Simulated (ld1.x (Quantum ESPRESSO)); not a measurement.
## Cutoff test, Pm (Z = 61), TM

promethium, norm-conserving Troullier–Martins (Kleinman–Bylander form), made with ld1.x (Quantum ESPRESSO) 7.5 (PBEsol, scalar-relativistic). Core [Kr] 4d10, reference 4f5 5s2 5p6 5d0 6s0 6p0 (charge +2). Waves: 5s (bound): rc 2.15 bohr; 5p (bound): rc 2.50 bohr; 4f (bound): rc 1.50 bohr; 5d (bound, empty): rc 3.35 bohr. Local part: the d channel. Core correction: Bessel-smoothed model core, default radius (core density twice the valence density).

The pseudo-atom Hamiltonian at the reference potential is diagonalised in spherical Bessel functions j_l(qr) that vanish at 20 bohr, with q² up to the cutoff. All-electron valence levels (Ry): 5s -4.0485, 6s -0.9866, 5p -2.6305, 6p -0.7034, 4f -1.1184, 5d -0.9955.

Q: How do the lowest levels (Ry) of each channel move with the cutoff, and are there ghosts?

A:

```
cutoff (Ry)      s #1     s #2     s #3     s #4     p #1     p #2     f #1     f #2     d #1     d #2  Σ f·Δε (mRy)
          8   -5.7310  -3.7497  -0.7857  -0.3510  -2.5974  -0.6953  -0.2995  -0.1718  -0.9656  -0.3715        4890.7
         21  -11.2390  -4.0438  -0.8961  -0.3846  -2.6301  -0.7118  -0.3018  -0.1738  -0.9954  -0.3787        4094.9
         50  -11.8223  -4.0484  -0.8995  -0.3856  -2.6305  -0.7118  -0.3045  -0.1762  -0.9955  -0.3787        4069.8
         90  -11.8412  -4.0485  -0.8996  -0.3856  -2.6305  -0.7118  -0.6515  -0.2766  -0.9955  -0.3787        2334.4
        180  -11.8415  -4.0485  -0.8996  -0.3856  -2.6305  -0.7118  -1.1180  -0.2874  -0.9955  -0.3787           2.0
        350  -11.8415  -4.0485  -0.8996  -0.3856  -2.6305  -0.7118  -1.1184  -0.2874  -0.9955  -0.3787           0.0
        400  -11.8415  -4.0485  -0.8996  -0.3856  -2.6305  -0.7118  -1.1184  -0.2874  -0.9955  -0.3787           0.0
```

Result: ghost state, extra bound levels that the all-electron valence spectrum of the same l lacks: s at -161.1 eV (a true bound ghost makes a file unfit for plane-wave use); 10 mRy is reached at 160 Ry and 1 mRy at 260 Ry.

3 of 7 tests not solved or not reliable.
